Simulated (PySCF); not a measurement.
Ge(H)(F)2(vinyl) (C2H4F2Ge), SMILES C=[CH][GeH]([F])[F]. Atoms are numbered in the order given.

```xyz
9

Ge     0.3025    -0.3156     0.2456
F      0.4609     1.2690     0.9406
F      1.5497    -0.3915    -0.9589
C     -1.4209    -0.3502    -0.5882
C     -2.1868     0.7450    -0.5523
H      0.6637    -1.3415     1.3166
H     -1.7691    -1.2574    -1.0951
H     -1.8483     1.6588    -0.0514
H     -3.1764     0.7727    -1.0230
```
Charge 0, spin multiplicity 1.

Coordinates come from a ωB97X-D3(BJ)/def2-SVP optimisation. One conformer was computed; it need not be the lowest.

Two levels are set side by side: PBE/pcSseg-1 (PySCF) and B3LYP/pcSseg-1 (PySCF). GIAO shifts against CFCl3 (¹⁹F), GeH4 (⁷³Ge), TMS (¹H), TMS (¹³C) at the same level; non-relativistic, no solvent, atoms listed together averaged. Differences are taken from unrounded values.

```
quantity              B3LYP    PBE  PBE minus B3LYP
--------------------  -----  -----  ---------------
δ(⁷³Ge) of Ge1 (ppm)  346.0  376.9             30.9
δ(¹³C) of C4 (ppm)    139.2  139.0             -0.2
δ(¹³C) of C5 (ppm)    151.4  148.9             -2.5
δ(¹H) of H6 (ppm)      6.09   6.37             0.28
δ(¹H) of H7 (ppm)      6.48   6.62             0.14
```

Rough cost on one machine, each run with all the roots and properties that it gave: B3LYP against PBE within a factor of 2.
